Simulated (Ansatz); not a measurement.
`[CH3][Sn]([OH])([Cl])[Cl]` + H–F → `[CH3][Sn]([OH])([F])[Cl]` + HCl at 500 K and 1 bar (ligand exchange at the Sn–Cl bond).

Isolated molecules relaxed with PBE0-D4/def2-TZVP in Ansatz; ΔE leaves out vibrations. CCSD(T)/CBS adds triple-zeta CCSD(T) − MP2 to the extrapolated MP2 energy (def2 sets, frozen cores). This one scheme is used for every species. def2 core potentials past Kr. For Sn outer-core shells are correlated without core-valence functions, which leaves a few kJ/mol of doubt a bond. One conformer a species, not always the lowest.

| species | CCSD(T)/CBS energy (Eh) | H − E (kJ/mol) | S (J/(mol·K)) |
| --- | --- | --- | --- |
| `[CH3][Sn]([OH])([Cl])[Cl]` | -1249.34724 | 188.6 | 475.9 |
| H–F | -100.39570 | 39.4 | 188.7 |
| `[CH3][Sn]([OH])([F])[Cl]` | -889.34819 | 189.5 | 465.0 |
| HCl | -460.38127 | 32.5 | 201.9 |

H − E and S are ideal-gas, rigid-rotor, harmonic terms from PBE0-D4/def2-TZVP, for one conformer and one mirror image of each species. 1 Eh = 2625.50 kJ/mol, R = 8.31446 J/(mol·K).

Question: By hand: ΔE, ΔH, ΔS and ΔG.

Answer: ΔE = (-889.34819) + (-460.38127) − (-1249.34724) − (-100.39570) = 0.01348 Eh = 35.4 kJ/mol. Δ(H − E) = 189.5 + 32.5 − 188.6 − 39.4 = -6.0, so ΔH = 29.4 kJ/mol. ΔS = 465.0 + 201.9 − 475.9 − 188.7 = 2.3 J/(mol·K). ΔG = 29.4 − 500 × (2.3)/1000 = 28.2 kJ/mol.

Question: By hand: the equilibrium constant, and the temperature at which ΔG would vanish if ΔH and ΔS stayed fixed.

Answer: log₁₀ K = −ΔG/(RT ln 10) = -2.9. ΔG = 0 at ΔH/ΔS = 12783 K, far beyond where these terms or the molecules hold.

The number of gas molecules stays the same, so ΔS is small and ΔH decides. A doubt of 5 kJ/mol in ΔE shifts log₁₀ K by 0.5 here. Other conformers and mirror images would add mixing entropy, several J/(mol·K) or more a flexible species. Modes under 60 cm⁻¹, often nearly free rotors, make the harmonic entropy too high. These are equilibria of isolated gas molecules and say nothing of rates. Largest T1 diagnostic: 0.013 (customary marks: 0.02 for closed shells, 0.045 for open ones).
